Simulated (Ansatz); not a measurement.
## Nudged elastic band run: Cl2GeH3O3

The input (input.yaml):

```yaml
crystal:
  periodic: [false, false, false]
  atoms:
    - { symbol: Ge, position_ang: [0.231213, -0.107705, 0.185367] }
    - { symbol: Cl, position_ang: [0.807798, -0.525281, 2.341309] }
    - { symbol: O, position_ang: [1.686394, -0.212353, -0.801795] }
    - { symbol: H, position_ang: [1.780241, -1.118556, -1.155267] }
    - { symbol: O, position_ang: [-0.306179, 1.568926, 0.140307] }
    - { symbol: H, position_ang: [-0.981934, 1.664422, 0.84822] }
    - { symbol: O, position_ang: [-0.869266, -1.412834, -0.282886] }
    - { symbol: H, position_ang: [-1.580463, -1.443392, 0.395664] }
    - { symbol: Cl, position_ang: [-1.860405, -0.061726, 2.505982] }
magnetization:
  spin_polarized: true
  initial_magnetization: 1
basis:
  gaussian: { orbitals: def2-SVP }
hamiltonian:
  xc: pbe
neb:
  order_check: false
  images: 9
  f_tol: 0.05
  max_iterations: 60
  final_atoms:
    - { symbol: Ge, position_ang: [0.15553431, 0.12398299, 0.1590725] }
    - { symbol: Cl, position_ang: [0.5641323, -0.11652104, 2.36783399] }
    - { symbol: O, position_ang: [1.60278316, -0.38015938, -0.71446841] }
    - { symbol: H, position_ang: [1.69197285, -1.3524908, -0.70478224] }
    - { symbol: O, position_ang: [0.05239032, 1.8492029, -0.19005427] }
    - { symbol: H, position_ang: [-0.81755232, 2.20091201, 0.08042158] }
    - { symbol: O, position_ang: [-1.31175357, -0.78795094, -0.17955443] }
    - { symbol: H, position_ang: [-1.59022145, -1.27395577, 0.64328663] }
    - { symbol: Cl, position_ang: [-1.4398866, -1.91151897, 2.71514565] }
  initial_path:
    images:
      - { positions_ang: [[0.231213, -0.107705, 0.185367], [0.807798, -0.525281, 2.341309], [1.686394, -0.212353, -0.801795], [1.780241, -1.118556, -1.155267], [-0.306179, 1.568926, 0.140307], [-0.981934, 1.664422, 0.84822], [-0.869266, -1.412834, -0.282886], [-1.580463, -1.443392, 0.395664], [-1.860405, -0.061726, 2.505982]] }
      - { positions_ang: [[0.20632413, -0.07619222, 0.16178772], [0.6005969, -0.51461398, 2.36472165], [1.70464314, -0.23327956, -0.71891486], [1.79172847, -1.14941992, -1.06584612], [-0.28845006, 1.60833191, 0.06977889], [-1.01808378, 1.70751345, 0.56864651], [-0.89508869, -1.31553697, -0.40817246], [-1.59683643, -1.43266343, 0.25542666], [-1.59743467, -0.24263826, 2.949473]] }
      - { positions_ang: [[0.18143526, -0.04467944, 0.13820845], [0.39339579, -0.50394697, 2.38813431], [1.72289228, -0.25420612, -0.63603473], [1.80321594, -1.18028385, -0.97642524], [-0.27072113, 1.64773782, -0.00074922], [-1.05423356, 1.7506049, 0.28907302], [-0.92091139, -1.21823995, -0.53345891], [-1.61320985, -1.42193487, 0.11518932], [-1.33446434, -0.42355053, 3.392964]] }
      - { positions_ang: [[0.15654639, -0.01316666, 0.11462917], [0.18619469, -0.49327995, 2.41154696], [1.74114141, -0.27513269, -0.55315459], [1.81470341, -1.21114777, -0.88700436], [-0.25299219, 1.68714373, -0.07127733], [-1.09038334, 1.79369635, 0.00949954], [-0.94673408, -1.12094292, -0.65874537], [-1.62958328, -1.4112063, -0.02504802], [-1.07149402, -0.60446279, 3.836455]] }
      - { positions_ang: [[0.13165752, 0.01834612, 0.0910499], [-0.02100641, -0.48261293, 2.43495962], [1.75939055, -0.29605925, -0.47027446], [1.82619088, -1.2420117, -0.79758347], [-0.23526326, 1.72654964, -0.14180545], [-1.12653312, 1.8367878, -0.27007395], [-0.97255678, -1.0236459, -0.78403182], [-1.6459567, -1.40047773, -0.16528536], [-0.80852369, -0.78537505, 4.279946]] }
      - { positions_ang: [[0.10676865, 0.0498589, 0.06747062], [-0.22820752, -0.47194592, 2.45837227], [1.77763969, -0.31698581, -0.38739432], [1.83767835, -1.27287562, -0.70816259], [-0.21753432, 1.76595555, -0.21233356], [-1.1626829, 1.87987925, -0.54964744], [-0.99837947, -0.92634887, -0.90931828], [-1.66233013, -1.38974917, -0.3055227], [-0.54555336, -0.96628732, 4.72343699]] }
      - { positions_ang: [[0.11652179, 0.06468371, 0.085791], [-0.06973955, -0.40086094, 2.44026462], [1.74266838, -0.32962052, -0.45280914], [1.80853725, -1.28879866, -0.70748652], [-0.16354939, 1.78260502, -0.2078777], [-1.09365678, 1.9440858, -0.42363363], [-1.06105429, -0.89866928, -0.76336551], [-1.64790839, -1.36659049, -0.11576083], [-0.72442001, -1.15533365, 4.32177872]] }
      - { positions_ang: [[0.12627492, 0.07950853, 0.10411137], [0.08872841, -0.32977597, 2.42215696], [1.70769708, -0.34225524, -0.51822396], [1.77939615, -1.30472169, -0.70681045], [-0.10956447, 1.79925449, -0.20342184], [-1.02463067, 2.00829236, -0.29761983], [-1.12372911, -0.8709897, -0.61741274], [-1.63348666, -1.34343181, 0.07400103], [-0.90328666, -1.34437998, 3.92012046]] }
      - { positions_ang: [[0.13602805, 0.09433335, 0.12243175], [0.24719637, -0.25869099, 2.40404931], [1.67272577, -0.35488995, -0.58363877], [1.75025505, -1.32064473, -0.70613438], [-0.05557954, 1.81590396, -0.19896599], [-0.95560455, 2.07249891, -0.17160603], [-1.18640393, -0.84331011, -0.47145997], [-1.61906492, -1.32027313, 0.2637629], [-1.0821533, -1.53342631, 3.51846219]] }
      - { positions_ang: [[0.14578118, 0.10915817, 0.14075212], [0.40566433, -0.18760601, 2.38594165], [1.63775447, -0.36752467, -0.64905359], [1.72111395, -1.33656777, -0.70545831], [-0.00159461, 1.83255343, -0.19451013], [-0.88657844, 2.13670546, -0.04559223], [-1.24907875, -0.81563052, -0.3255072], [-1.60464319, -1.29711445, 0.45352477], [-1.26101995, -1.72247264, 3.11680392]] }
      - { positions_ang: [[0.15553431, 0.12398299, 0.1590725], [0.5641323, -0.11652104, 2.36783399], [1.60278316, -0.38015938, -0.71446841], [1.69197285, -1.3524908, -0.70478224], [0.05239032, 1.8492029, -0.19005427], [-0.81755232, 2.20091201, 0.08042158], [-1.31175357, -0.78795094, -0.17955443], [-1.59022145, -1.27395577, 0.64328663], [-1.4398866, -1.91151897, 2.71514565]] }
```

Run as:

```bash
$ ansatz run input.yaml --threads 4 --pin off --max-ram 5120MiB --backend cpu --events-out ev --progress --plain --runs-dir out
```

Output, in part (warnings, iteration lines, the closing report on the highest movable image, with atoms numbered from 0):

```
NEB end point (image 0): max|allowed force component| = 8.608e-3 eV/Å (the criterion of neb.relax_end_points is 1.000e-2)
NEB end point (image 10): max|allowed force component| = 2.460e-2 eV/Å (the criterion of neb.relax_end_points is 1.000e-2)
NEB iter   1: max|band force component| = 1.008e1 eV/Å  barrier→ = 3.2955 eV  barrier← = 3.2014 eV  Δτ_max = 0.2000 Å  (686 SCF iters)
NEB iter   2: max|band force component| = 2.893e0 eV/Å  barrier→ = 1.2615 eV  barrier← = 1.1674 eV  Δτ_max = 0.2000 Å  (319 SCF iters)
NEB iter   3: max|band force component| = 1.282e0 eV/Å  barrier→ = 0.7256 eV  barrier← = 0.6315 eV  Δτ_max = 0.1936 Å  (329 SCF iters)
NEB iter   4: max|band force component| = 6.615e-1 eV/Å  barrier→ = 0.5945 eV  barrier← = 0.5003 eV  Δτ_max = 0.1997 Å  (325 SCF iters)
NEB iter   5: max|band force component| = 3.126e-1 eV/Å  barrier→ = 0.5288 eV  barrier← = 0.4346 eV  CI = image 5  Δτ_max = 0.2000 Å  (351 SCF iters)
NEB iter   6: max|band force component| = 3.658e-1 eV/Å  barrier→ = 0.4899 eV  barrier← = 0.3958 eV  CI = image 5  Δτ_max = 0.1009 Å  (345 SCF iters)
NEB iter   7: max|band force component| = 1.539e-1 eV/Å  barrier→ = 0.4742 eV  barrier← = 0.3801 eV  CI = image 5  Δτ_max = 0.2000 Å  (326 SCF iters)
NEB iter   8: max|band force component| = 2.309e-1 eV/Å  barrier→ = 0.4428 eV  barrier← = 0.3486 eV  CI = image 5  Δτ_max = 0.1008 Å  (333 SCF iters)
NEB iter   9: max|band force component| = 1.744e-1 eV/Å  barrier→ = 0.4267 eV  barrier← = 0.3325 eV  CI = image 5  Δτ_max = 0.1006 Å  (326 SCF iters)
NEB iter  10: max|band force component| = 1.736e-1 eV/Å  barrier→ = 0.4096 eV  barrier← = 0.3154 eV  CI = image 5  Δτ_max = 0.2000 Å  (318 SCF iters)
NEB iter  11: max|band force component| = 1.973e-1 eV/Å  barrier→ = 0.3727 eV  barrier← = 0.2785 eV  CI = image 5  Δτ_max = 0.2000 Å  (313 SCF iters)
NEB iter  12: max|band force component| = 2.438e-1 eV/Å  barrier→ = 0.3304 eV  barrier← = 0.2362 eV  CI = image 5  Δτ_max = 0.1003 Å  (307 SCF iters)
NEB iter  13: max|band force component| = 2.672e-1 eV/Å  barrier→ = 0.3066 eV  barrier← = 0.2125 eV  CI = image 5  Δτ_max = 0.2000 Å  (305 SCF iters)
NEB iter  14: max|band force component| = 3.050e-1 eV/Å  barrier→ = 0.2540 eV  barrier← = 0.1598 eV  CI = image 5  Δτ_max = 0.2000 Å  (300 SCF iters)
NEB iter  15: max|band force component| = 3.595e-1 eV/Å  barrier→ = 0.1965 eV  barrier← = 0.1023 eV  CI = image 5  Δτ_max = 0.2000 Å  (300 SCF iters)
NEB iter  16: max|band force component| = 4.098e-1 eV/Å  barrier→ = 0.1367 eV  barrier← = 0.0426 eV  CI = image 5  Δτ_max = 0.2000 Å  (301 SCF iters)
NEB iter  17: max|band force component| = 1.618e0 eV/Å  barrier→ = 0.0929 eV  barrier← = -0.0013 eV  CI = image 9  Δτ_max = 0.2000 Å  (295 SCF iters)
NEB iter  18: max|band force component| = 1.253e0 eV/Å  barrier→ = 0.0936 eV  barrier← = -0.0005 eV  CI = image 9  Δτ_max = 0.2000 Å  (299 SCF iters)
NEB iter  19: max|band force component| = 1.022e0 eV/Å  barrier→ = 0.0940 eV  barrier← = -0.0002 eV  CI = image 9  Δτ_max = 0.2000 Å  (301 SCF iters)
NEB iter  20: max|band force component| = 5.801e-1 eV/Å  barrier→ = 0.0941 eV  barrier← = -0.0001 eV  CI = image 9  Δτ_max = 0.2000 Å  (297 SCF iters)
NEB iter  21: max|band force component| = 2.268e-1 eV/Å  barrier→ = 0.0942 eV  barrier← = -0.0000 eV  CI = image 9  Δτ_max = 0.1329 Å  (301 SCF iters)
NEB iter  22: max|band force component| = 7.076e-2 eV/Å  barrier→ = 0.0942 eV  barrier← = 0.0000 eV  CI = image 9  Δτ_max = 0.0143 Å  (295 SCF iters)
NEB iter  23: max|band force component| = 5.496e-2 eV/Å  barrier→ = 0.0942 eV  barrier← = 0.0001 eV  CI = image 9  Δτ_max = 0.0358 Å  (258 SCF iters)
NEB iter  24: max|band force component| = 5.225e-2 eV/Å  barrier→ = 0.0942 eV  barrier← = 0.0001 eV  CI = image 9  Δτ_max = 0.0181 Å  (270 SCF iters)
NEB iter  25: max|band force component| = 5.604e-2 eV/Å  barrier→ = 0.0943 eV  barrier← = 0.0001 eV  CI = image 9  Δτ_max = 0.0090 Å  (266 SCF iters)
NEB iter  26: max|band force component| = 2.999e-2 eV/Å  barrier→ = 0.0943 eV  barrier← = 0.0001 eV  CI = image 9  Δτ_max = 0.0000 Å  (1219 SCF iters)
Total energy: -87710.44877216 eV, -3223.2995400995 hartree
Atom 0 at     0.168961     0.103955     0.147029 Å, force    -0.000530     0.000974     0.001522 eV/Å
Atom 1 at     0.602366    -0.095128     2.353806 Å, force     0.000087    -0.000222    -0.000963 eV/Å
Atom 2 at     1.627821    -0.349579    -0.734634 Å, force     0.002025     0.000405    -0.001385 eV/Å
Atom 3 at     1.732194    -1.320507    -0.746282 Å, force    -0.001572    -0.000549     0.000360 eV/Å
Atom 4 at    -0.017801     1.819197    -0.220018 Å, force    -0.000086     0.000504     0.000611 eV/Å
Atom 5 at    -0.902651     2.131113     0.051178 Å, force    -0.000246    -0.000180    -0.000192 eV/Å
Atom 6 at    -1.246534    -0.894763    -0.168456 Å, force     0.001278    -0.001553     0.000250 eV/Å
Atom 7 at    -1.547420    -1.307465     0.686843 Å, force    -0.000611     0.000308    -0.000294 eV/Å
Atom 8 at    -1.509537    -1.735322     2.807436 Å, force    -0.000345     0.000314     0.000090 eV/Å
Dipole moment:    -0.017916    -0.004737    -0.068810 e Å
```

It converged. The top lies less than 8 meV above the higher end, about what the thresholds resolve: that end is a shoulder or a very shallow well. A vibrational analysis at the climbing image gives no mode beyond 40i cm⁻¹: the surface is too flat there to confirm a saddle point.

Final band:

| image | path coordinate (Å) | energy (eV) |
| --- | --- | --- |
| 0 | 0.00 | 0.000 |
| 1 | 0.26 | 0.010 |
| 2 | 0.53 | 0.032 |
| 3 | 0.79 | 0.053 |
| 4 | 1.06 | 0.069 |
| 5 | 1.32 | 0.079 |
| 6 | 1.59 | 0.086 |
| 7 | 1.85 | 0.091 |
| 8 | 2.12 | 0.093 |
| 9 | 2.39 | 0.094 |
| 10 | 2.63 | 0.094 |

The run took 11 min on 4 threads of Arm Neoverse V2, on a shared host, peak memory 0.26 GiB.
